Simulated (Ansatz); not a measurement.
Mulliken charges of CH6B2Si, SMILES `B1CB[SiH2]1` from B3LYP/def2-TZVPP in Ansatz (PBE0-D4/def2-TZVP geometry).

| atom | x (Å) | y (Å) | z (Å) | charge (e) |
| --- | --- | --- | --- | --- |
| B1 | 0.417 | -0.299 | -0.907 | -0.063 |
| C2 | 0.924 | -0.694 | 0.517 | -0.098 |
| B3 | -0.497 | -0.452 | 0.977 | -0.046 |
| Si4 | -0.961 | 1.047 | -0.241 | 0.043 |
| H5 | 0.831 | -0.749 | -1.932 | 0.065 |
| H6 | 1.655 | -1.451 | 0.780 | 0.118 |
| H7 | 1.450 | 0.281 | 0.210 | 0.096 |
| H8 | -1.169 | -1.324 | 1.441 | 0.025 |
| H9 | -0.285 | 2.338 | 0.047 | -0.058 |
| H10 | -2.281 | 1.252 | -0.887 | -0.082 |

**Question.** By hand: the dipole of these point charges (1 e Å = 4.8032 D).

**Answer.** Σ q r = (0.428, -0.312, 0.044) e Å, of length 0.531 e Å = 2.55 D.

**Question.** How does the dipole of the full density compare? (An estimate is asked.)

**Answer.** Computed: (0.218, -0.032, -0.014) e Å, 1.06 D; the point charges give 2.41 times that, at 29° from its direction.

Point charges leave out the atoms' own dipoles, such as those of lone pairs, and Mulliken's split depends on the basis, so the two needn't agree.

B3LYP here is the variant with VWN-RPA as its local correlation; programs differ in this.
